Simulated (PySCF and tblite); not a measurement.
C5H7NSSi, numbered as in [CH2:1]=[CH:2][c:3]1[cH:4][c:5]([SiH3:6])[s:7][n:8]1.

The ensemble was built from 60 distance-geometry starts (ETKDG and KDG, MMFF94s, GFN2-xTB) and rests on GFN2-xTB geometries. Weights use PBE0-D3(BJ)/pcSseg-1 (IEF-PCM, acetonitrile) energies plus GFN2-xTB zero-point and thermal terms (modes under about 100 cm⁻¹ blended into free rotors). Symmetry numbers and mirror images are counted. Conformers within 2.5 kcal/mol (GFN2-xTB free energy) were kept, 3 at most. GIAO shieldings: PBE0/pcSseg-1 (IEF-PCM, acetonitrile). Shifts are against TMS (¹H), TMS (¹³C), TMS (²⁹Si), NH3 (¹⁵N) at the same level; of two unlike H on one atom, a is the less shielded. Codes: tblite and PySCF.

(1) List the conformer-averaged shifts at 298.15 K.

(2) How do the conformers differ?

(3) Which signal moves most, for its nucleus, between 250 and 350 K through the change of populations alone?

Unscaled ²⁹Si and ¹⁵N shifts at such levels can be off by tens of ppm; differences between conformers or isomers are more reliable. Shifts are unscaled: against experiment ¹³C can be off by 15 ppm or more and ¹H by 0.8 ppm.

Results:

(1) ¹H: 8.08 (H4, 1H), 7.37 (H2, 1H), 6.79 (H1a, 1H), 6.18 (H1b, 1H), 4.69 (H6, 3H) ppm. ¹³C: 172.4 (C3), 169.1 (C5), 139.5 (C2), 137.0 (C4), 129.4 (C1) ppm. ²⁹Si: -82.9 (Si6) ppm. ¹⁵N: 344.4 (N8) ppm.

(2) Torsions listed: C1–C2–C3–N8.
| conformer | shape | weight % |
| --- | --- | --- |
| 1 | 180° | 67.1 |
| 2 | 0° | 32.9 |

```
signal      1      2  average
   H1a   6.62   7.12     6.79
   H1b   6.25   6.06     6.18
    H2   7.39   7.31     7.37
    H4   8.26   7.72     8.08
    H6   4.70   4.68     4.69
    C1  129.4  129.4    129.4
    C2  140.5  137.7    139.5
    C3  173.0  171.2    172.4
    C4  135.3  140.6    137.0
    C5  168.9  169.4    169.1
   Si6  -82.8  -83.1    -82.9
    N8  349.2  334.5    344.4
```

(3) H4: 8.10 ppm at 250 K, 8.08 ppm at 298.15 K, 8.07 ppm at 350 K.


¹⁵N shifts are against a computed isolated NH3 molecule, about 20 ppm from the liquid.

Conformer gaps in pcSseg-1 on xTB geometries can be 2 kcal/mol off for S=O, P=O and other polar bonds.